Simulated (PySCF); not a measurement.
Tetrachloroaluminate, AlCl4 (anion, charge -1), SMILES [Cl][Al-]([Cl])([Cl])[Cl], singlet, CAM-B3LYP/def2-SVP optimised geometry.

```
5

Cl     1.44    -1.02     0.00
Al    -0.72    -1.02     0.00
Cl    -1.44     1.02     0.00
Cl    -1.44    -2.04     1.76
Cl    -1.44    -2.04    -1.76
```

Density from CAM-B3LYP/def2-TZVPD in PySCF at that geometry.

Minimum of the electron density along straight lines between bonded atoms, close to the bond critical point (lines longer than 1.1 times the sum of covalent radii, or with two minima, are not listed):

```tsv
bond	length / Å	ρ at the minimum / e bohr⁻³	∇²ρ there / e bohr⁻⁵	position (fraction from the first atom)
Cl1–Al2	2.159	0.066	0.24	0.62
Al2–Cl3	2.159	0.066	0.24	0.38
Al2–Cl4	2.159	0.066	0.24	0.38
Al2–Cl5	2.159	0.066	0.24	0.38
```
